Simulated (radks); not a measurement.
Results of a calculation; reference values are marked as such.
Task: Nd2+, 58 electrons, occupied as [Xe] 4f4. Code: a radial shooting solver on a logarithmic mesh with Libxc functionals. Model: Dirac Kohn-Sham, PBE, spin-unpolarised, spherical densities, point nucleus; open shells are shared between the two j in proportion to 2j + 1.

Spin-orbit splittings of the eigenvalues, e(l+1/2) - e(l-1/2), with zeta = 2 splitting/(2l+1) and mean radii in bohr:

| shell | occ. | splitting (eV) | zeta (eV) | <r> j=l-1/2 | <r> j=l+1/2 |
|---|---|---|---|---|---|
| 2p | 6 | 520.1 | 346.7 | 0.08422 | 0.09063 |
| 3p | 6 | 103.8 | 69.22 | 0.2556 | 0.2681 |
| 3d | 10 | ? | ? | 0.2394 | 0.2433 |
| 4p | 6 | 22.50 | 15.00 | 0.6238 | 0.6520 |
| 4d | 10 | 3.974 | 1.590 | 0.7015 | 0.7116 |
| 4f | 4 | 0.4087 | 0.1168 | 1.077 | 1.093 |
| 5p | 6 | 3.054 | 2.036 | 1.655 | 1.742 |

Estimate the 3d splitting.

Result: 22.44 eV (zeta = 8.977 eV).
